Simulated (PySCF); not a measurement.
## Magnetisability: `C=C/C(C#N)=C\[S@@](C)=O`, C6H7NOS

Geometry (Å), atoms numbered from 1 in this order:
```xyz
16

C    -2.3226   -1.4385    0.4581
C    -1.1668   -0.8198    0.6729
C    -0.8836    0.5383    0.2304
C    -1.9147    1.2488   -0.4410
N    -2.7336    1.8286   -0.9939
C     0.2992    1.1460    0.4089
S     1.6938    0.3685    1.2700
C     2.3857   -0.3464   -0.2976
O     2.5755    1.4704    1.6333
H    -3.1291   -0.9644   -0.0774
H    -2.4991   -2.4395    0.8110
H    -0.3648   -1.3034    1.2133
H     0.4825    2.1672    0.1102
H     1.6888   -1.0810   -0.6843
H     3.3305   -0.8160   -0.0437
H     2.5508    0.4504   -1.0142
```

Method used: PySCF 2.14.0, GIAO B97-2/pcSseg-1 magnetisability, rotational g tensor and spin-rotation constants, non-relativistic, gas phase. Geometry: GFN2-xTB.

Problem. How diamagnetic is it, and how anisotropic?

Solution. Isotropic -1216 × 10⁻³⁰ J/T², or -73.2 × 10⁻⁶ cm³/mol; principal values -1374, -1207, -1067 × 10⁻³⁰ J/T², anisotropy 266 × 10⁻³⁰ J/T² (root of half the summed squared differences of the principal values). The susceptibility is in cgs units.

Problem. Split it along the inertial axes a, b, c into diamagnetic and paramagnetic parts about the centre of mass, with the quadrupole moment.

Solution. 
```tsv
axis	χ (10⁻⁶ cm³/mol)	diamagnetic (10⁻⁶ cm³/mol)	paramagnetic (10⁻⁶ cm³/mol)	summed x² of all electrons (Å²)	quadrupole Θ (D Å)
a	-72.5	-598.7	526.3	322.2	-15.11
b	-65.8	-1550.5	1484.7	97.9	+8.39
c	-81.4	-1782.1	1700.7	43.3	+6.72
```
Anisotropies 2χaa − χbb − χcc = +2.3 and 2χbb − χaa − χcc = +22.1 × 10⁻⁶ cm³/mol. Θ is traceless in Buckingham's convention.

Problem. And the rotational g tensor?

Solution. 
```tsv
axis	rotational constant (GHz)	g	nuclear part	electronic part
a	2.5008	-0.0398	0.5785	-0.6183
b	0.7987	-0.0204	0.5367	-0.5571
c	0.6890	-0.0123	0.5383	-0.5505
```
Asymmetric top; isotopes 12C, 1H, 14N, 16O, 32S; no vibrational averaging.
